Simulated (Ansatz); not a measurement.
One geometry of CdH₂, several levels of theory.

```yaml
crystal:
  periodic: [false, false, false]
  atoms:
    - {symbol: Cd, position_ang: [0.000053, 0.000031, 0.000003]}
    - {symbol: H, position_ang: [-0.017602, -0.021787, 1.681871]}
    - {symbol: H, position_ang: [0.017549, 0.021756, -1.681874]}
basis:
  gaussian: {orbitals: def2-TZVP, initial_orbitals: start.molden}
hamiltonian: {xc: {name: r2SCANh}, dispersion: d4}
scf: {omitted_lower_state_checks: [starts]}
output: {orbitals: {seedname: orbitals}}
```

The file start.molden holds the orbitals of an earlier run on this structure, at another level or in another basis.

```sh
$ ansatz run in.yaml --threads 4 --pin off --events-out ev --progress --plain --max-ram 3916MiB
```

Output, abridged:

```
Functional definition: r2SCANh
457 factors; their error is unknown
mean field evaluation 1: about -4597.8832 eV, gradient 2.0e0 eV
mean field evaluation 2: about -4597.8898 eV, gradient 7.5e-3 eV
mean field evaluation 4: about -4597.9185 eV, gradient 1.7e-5 eV
mean field -4597.91847176 eV, -168.9703872561 hartree, gradient 2.8e-5 eV, S^2 0.000000; 0 other end points of the search recorded, 0 dependent functions left out
reference -4597.91848320 eV, -168.9703876767 hartree; 11, 11 occupied and 41, 41 virtual orbitals, 457 factors
Total energy: -4597.92506157 eV, -168.9706294273 hartree
Checks for a lower state left out: starts
```

Run time 1.6 s (4 threads of Intel Xeon on a shared host).

The first input with `gaussian: {orbitals: def2-SVP, initial_orbitals: start.molden}`, `hamiltonian: {xc: pbe0, dispersion: d4}` (abridged; 1.6 s):

```
Functional definition: PBE0
mean field -4595.38430112 eV, -168.8772582029 hartree, gradient 9.0e-6 eV, S^2 0.000000
Total energy: -4595.40740587 eV, -168.8781072866 hartree
Checks for a lower state left out: starts
```

The first input with `hamiltonian: {xc: pbe0, dispersion: d4}` and without the key `scf` (abridged; 1.5 s):

```
Functional definition: PBE0
mean field evaluation 16: about -4596.5351 eV, gradient 1.4e-4 eV
mean field -4596.53513715 eV, -168.9195506469 hartree, gradient 1.2e-5 eV, S^2 0.000000; 1 other end points of the search recorded, 0 dependent functions left out
Total energy: -4596.55824151 eV, -168.9203997163 hartree
```

First input, but with `hamiltonian: {xc: hse06, dispersion: d4}` (abridged; 1.5 s):

```
Functional definition: HSE06
mean field -4596.49155084 eV, -168.9179488797 hartree, gradient 6.4e-5 eV, S^2 0.000000
Total energy: -4596.51301048 eV, -168.9187375069 hartree
Checks for a lower state left out: starts
```

As the first input, with `gaussian: {orbitals: def2-TZVPD, initial_orbitals: start.molden}`, `hamiltonian: {xc: r2scan, dispersion: d4}` (abridged; 1.8 s):

```
Functional definition: r2SCAN
mean field -4598.35383005 eV, -168.9863863782 hartree, gradient 4.9e-5 eV, S^2 0.000000
Total energy: -4598.36000236 eV, -168.9866132063 hartree
Checks for a lower state left out: starts
```

First input, but with `gaussian: {orbitals: STO-3G}`, `hamiltonian: {xc: hf}` (abridged; 0.87 s):

```
Functional definition: HF
mean field -147287.64574527 eV, -5412.7211459867 hartree, gradient 1.2e-5 eV, S^2 0.000000
Total energy: -147287.64574527 eV, -5412.7211459867 hartree
Checks for a lower state left out: starts
```

The first input with `gaussian: {orbitals: def2-SVP, initial_orbitals: start.molden}`, `hamiltonian: {xc: pbe, dispersion: d4}` (abridged; 0.98 s):

```
Functional definition: PBE
mean field -4595.56973096 eV, -168.8840726236 hartree, gradient 6.6e-5 eV, S^2 0.000000
Total energy: -4595.59774088 eV, -168.8851019692 hartree
Checks for a lower state left out: starts
```

Geometry: PBE-D4/def2-TZVP.

In the def2 sets Cd takes a core potential, while STO-3G treats all electrons; there is no spin–orbit coupling. HSE06 is defined as in plane-wave codes, on full-range PBE exchange.
